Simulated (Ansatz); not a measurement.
Computed with Ansatz on PBE0-D4/def2-TZVP structures; ΔE is electronic, products minus reactants. CCSD(T)/CBS adds triple-zeta CCSD(T) − MP2 to the extrapolated MP2 energy (def2 sets, frozen cores). DFT in def2-TZVPP. B3LYP here is the variant with VWN-RPA as its local correlation; programs differ in this. For Ga outer-core shells are correlated without core-valence functions, which leaves a few kJ/mol of doubt a bond. Scalar relativity is left out up to krypton. Each species was taken in one conformer, which may not be the lowest.

Reaction (formal exchange of groups at a Ga–O bond): `[BH2][GaH][OH]` + `CC=S` → `[BH2][GaH2]` + `CC(O)=S`

| level | ΔE (kJ/mol) |
| --- | --- |
| PBE | 46.3 |
| B3LYP | 58.4 |
| SCS-MP2/def2-TZVPP | 74.2 |
| CCSD(T)/def2-TZVPP | 68.3 |

Problem. What does CCSD(T)/CBS give? (Estimate.)

Solution. The calculation gave: +70.1 kJ/mol. The listed levels differ from it by -23.8, -11.7, 4.1, -1.8 kJ/mol.

Largest T1 diagnostic among the species: 0.017.

In def2-TZVPP, CCSD(T) changes the Hartree–Fock value by +7.3 kJ/mol (the triples alone add −1.1 kJ/mol) and MP2 by +10.5 kJ/mol. At CCSD(T), def2-SVP lies −14.7 kJ/mol from the extrapolated value and def2-TZVPP −1.7 kJ/mol. Leaving LDA and LC-ωPBE aside and taking each functional with its dispersion term where it has one, the values, not all of them listed here, spread over 21.0 kJ/mol, from B97M-V to B2PLYP. LDA lies −17.2 kJ/mol from PBE without D4.
